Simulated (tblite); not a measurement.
Start geometry of `C(CC[P@@H](=O)C)#N` from a force field or distance geometry (Å):
```
atom  x, y, z in Å
C1     2.3010    0.2601   -0.1185
P2     0.7319    0.1231    0.7807
O3     0.8377   -1.0740    1.7198
C4    -0.4113   -0.3214   -0.5625
C5    -1.8218   -0.5686   -0.0268
C6    -2.3887    0.6765    0.4999
N7    -2.7829    1.6892    0.9076
H8     2.2190    1.0522   -0.8705
H9     3.1045    0.5193    0.5734
H10    2.5340   -0.6824   -0.6065
H11    0.3759    1.3647    1.3395
H12   -0.4005    0.4699   -1.2991
H13   -0.0417   -1.2383   -1.0241
H14   -2.4483   -0.9354   -0.8526
H15   -1.8132   -1.3268    0.7477
```

**Question.** What comes out of this run: tblite 0.8.0, GFN2-xTB geometry optimisation, gas phase?

**Answer.** 
```
atom  x, y, z in Å
C1     2.349    0.286   -0.080
P2     0.717    0.044    0.698
O3     0.692   -0.958    1.765
C4    -0.460   -0.334   -0.664
C5    -1.830   -0.572   -0.028
C6    -2.301    0.646    0.581
N7    -2.659    1.630    1.038
H8     2.321    1.045   -0.855
H9     3.048    0.578    0.702
H10    2.674   -0.667   -0.496
H11    0.348    1.322    1.109
H12   -0.493    0.474   -1.394
H13   -0.110   -1.247   -1.155
H14   -2.565   -0.908   -0.766
H15   -1.735   -1.333    0.754
```

The energy falls by 32.8 kJ/mol over 74 L-BFGS steps, the largest force on an atom goes from 4.16 to 0.010 eV/Å, and the atoms move by 0.143 Å rms after alignment. The bond that changes most is P2=O3 (phosphoryl phosphorus to phosphoryl oxygen), which shortens by 0.061 Å. Bonds longer at the end by more than 0.005 Å: 4 of 14; shorter: 6. Among the angles that change most is C1–P2–O3, from 107.7° to 114.7°. Among the dihedrals that turn most is O3–P2–C4–H12, from -173° to 174°. Rotational constants go from 4111, 1229, 1224 to 4062, 1292, 1267 MHz. The orientation of the end geometry is arbitrary; only internal coordinates are fixed.

Its GFN2-xTB frequencies are all real (lowest 41 cm⁻¹). The numbers are those of one conformer. 3 starts were optimised and ended at 0.00, 0.67 and 1.10 kcal/mol (GFN2-xTB); the lowest of these is shown.

All values are computed, not measured.
